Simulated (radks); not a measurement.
The numbers below are computed, except where a source is named.
C2+, configuration [He] 2s1 6p1 (not the ground configuration). Code: a radial shooting solver on a logarithmic mesh with Libxc functionals. Model: non-relativistic Kohn-Sham, r2SCAN, spin-polarised, spherical densities, point nucleus; open shells are filled with parallel spins first; meta-GGA in the generalised Kohn-Sham scheme.

Normalised radial functions P(r) = r R(r), r in bohr:

r         1s up  1s down    6p up
0.01902  0.4719   0.4707   0.0006
0.02517  0.6019   0.6004   0.0010
0.03304  0.7538   0.7519   0.0016
0.04371  0.9359   0.9335   0.0027
0.05738  1.1326   1.1298   0.0045
0.07592  1.3428   1.3397   0.0075
0.09965  1.5327   1.5294   0.0120
0.1308   1.6770   1.6738   0.0189
0.1731   1.7373   1.7348   0.0294
0.2272   1.6732   1.6720   0.0435
0.3006   1.4622   1.4628   0.0621
0.3945   1.1363   1.1388   0.0823
0.522    0.7450   0.7486   0.1014
0.6852   0.4026   0.4061   0.1091
0.9066   0.1683   0.1651   0.0923
1.19     0.0519   0.0479   0.0377
1.562    0.0103   0.0089  -0.0508
2.067    0.0011   0.0008  -0.1309
2.713    0.0001   0.0000  -0.1339
3.589    0.0000   0.0000  -0.0050
4.711    0.0000   0.0000   0.1595
6.233    0.0000   0.0000   0.1252
8.182    0.0000   0.0000  -0.1362
10.83    0.0000   0.0000  -0.1942
14.21    0.0000   0.0000   0.1444
18.65    0.0000   0.0000   0.3296
24.68    0.0000   0.0000   0.1255
32.39    0.0000   0.0000   0.0114
42.86    0.0000   0.0000   0.0002

1s up: eigenvalue -333.42 eV, 0 radial nodes, <r> = 0.268 bohr, 90 % of the charge inside 0.480 bohr. 1s down: eigenvalue -332.49 eV, 0 radial nodes, <r> = 0.269 bohr, 90 % of the charge inside 0.481 bohr. 6p up: eigenvalue -3.274 eV, 4 radial nodes at r = 1.35, 3.62, 7.17, 12.8 bohr, <r> = 16.3 bohr, 90 % of the charge inside 22.2 bohr.
